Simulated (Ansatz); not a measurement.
Ansatz (a quantum-chemistry and plane-wave program) input file for CH3Si, SMILES C[Si] (connectivity only; charge and spin as stated), charge +1, multiplicity 1, PBE/def2-TZVPD. Geometry optimised at r2SCAN-D4/def2-TZVP. The spin state was assumed, not searched. The isomer is the one that the SMILES or the coordinates give; other isomers of the formula were not compared.

Ansatz 0.2 input:
```yaml
crystal:
  periodic: [false, false, false]
  atoms:
    - {symbol: C, position_ang: [-0.00000000, -0.00000000, -1.04418288]}
    - {symbol: Si, position_ang: [0.00000000, 0.00000000, 0.75705222]}
    - {symbol: H, position_ang: [0.88978408, 0.51371708, -1.44454459]}
    - {symbol: H, position_ang: [-0.88978407, 0.51371707, -1.44454459]}
    - {symbol: H, position_ang: [-0.00000000, -1.02743414, -1.44454458]}
basis:
  gaussian:
    orbitals: def2-TZVPD
hamiltonian:
  xc: {name: PBE}
total_charge: 1
```

Program output:

```
WARN ansatz: RAYON_NUM_THREADS=1 ignored (pool sized by the plan → 1); use --threads N
Functional definition: PBE
integrals: 0.02 GiB planned
602 factors; their error is unknown
mean field: 0.24 GiB planned
mean field evaluation 1: about -8928.9199 eV, gradient 9.5e1 eV
mean field evaluation 2: about -8810.9594 eV, gradient 1.6e2 eV
mean field evaluation 4: about -8948.5379 eV, gradient 1.3e1 eV
mean field evaluation 8: about -8948.9494 eV, gradient 2.9e-1 eV
mean field evaluation 16: about -8948.9495 eV, gradient 2.5e-5 eV
mean field -8948.94954172 eV, -328.8678298424 hartree, gradient 2.5e-5 eV, S^2 0.000000; 0 other end points of the search recorded, 0 dependent functions left out
reference -8948.94957325 eV, -328.8678310010 hartree; 11, 11 occupied and 96, 96 virtual orbitals, 602 factors
Total energy: -8948.94957325 eV, -328.8678310010 hartree
```

Self-consistency was reached.

Cost: very roughly 1.5 core-seconds.
